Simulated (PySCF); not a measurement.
VOCl₃, optimised at HF/6-31G*:

```xyz
5

O     -0.0073     0.6026    -1.4111
V     -0.0144     0.0229    -0.0492
Cl    -0.0232    -2.1104    -0.2307
Cl     1.7467     0.6890     0.9701
Cl    -1.7762     0.7045     0.9584
```

Computed with PySCF (xtb for GFN2) and rigid-rotor harmonic-oscillator thermochemistry at 1 bar. 6-31G* has spherical d functions here. All species are closed-shell singlets. B3LYP is the form with VWN-RPA correlation.

Problem. List the harmonic frequencies (cm⁻¹, unscaled) at this level and at the other levels, each on its own geometry.

Solution. 
- HF/6-31G*: 133, 133, 178, 285, 285, 431, 521, 521, 1350
- B3LYP/6-31G*: 129, 129, 166, 258, 258, 406, 503, 503, 1171
- GFN2-xTB: 144, 144, 173, 219, 219, 385, 451, 451, 1004
- PBE/def2-SVP: 122, 123, 160, 252, 252, 390, 495, 495, 1112
- PBE0/def2-TZVP: 127, 127, 167, 260, 260, 423, 522, 522, 1157
